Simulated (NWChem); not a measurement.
## Extrapolating the UMP2 correlation energy of HSi

```
Si
H 1 1.5402
```
Charge 0, spin multiplicity 2.

All runs are NWChem calculations. The geometry was optimised at UPBE0/def2-SVP, a minimum by its harmonic frequencies.

The correlated methods keep 5 core orbitals frozen. This spin state was chosen for the runs; another may lie lower. The structure started from a generated list of species. The unpaired electrons of the parent sit in orbitals of symmetry b2 (C2v labels of the run); other states weren't searched. No SCF solution was tested for a lower state. Open-shell Hartree-Fock references start from PBE0 orbitals.

Worked example. The UMP2 correlation energy is -80.59 mHa in cc-pVTZ and -86.11 mHa in cc-pVQZ. The form E(X) = E∞ + A/X³ turns the pair into an estimate of the basis-set limit.

E∞ = (4³·(-86.11) − 3³·(-80.59))/(4³ − 3³) = -90.1 mHa. The larger basis holds 96 % of that. This is a two-point estimate.
